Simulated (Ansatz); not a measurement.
Molecule: diphosphane, P₂H₄, net charge 0, singlet state. SMILES: PP
Structure (B3LYP-D3(BJ)/def2-TZVP (Ansatz, a program for electronic structure) minimum search):
```
P
H 1 1.4206
H 1 1.4206 2 92.33
P 1 2.2503 2 93.65 3 -93.89
H 4 1.4206 1 93.65 2 -86.71
H 4 1.4206 5 92.33 1 93.89
```

Property: vertical ionisation energy (to the doublet state of charge +1; each state is the SCF solution reached for its spin), in eV. Valence correlation only, unless marked. Open shells are spin-unrestricted. No spin-orbit coupling. No relativistic terms. Basis-set limits of correlation are two-point, X^-3; Hartree-Fock from the larger set. [CCSD(T)-MP2]/basis is that difference in the basis named.

```csv
level,program,vertical ionisation energy (eV)
HF/aug-cc-pV(D+d)Z,Ansatz,8.23
```

Task: Predict the RI-MP2/CBS(aug-cc-pV(T+d)Z,aug-cc-pV(Q+d)Z)+[CCSD(T)-MP2]/aug-cc-pV(T+d)Z result (Ansatz).

Result: 9.28 eV, so HF/aug-cc-pV(D+d)Z differs from it by -1.05 eV.
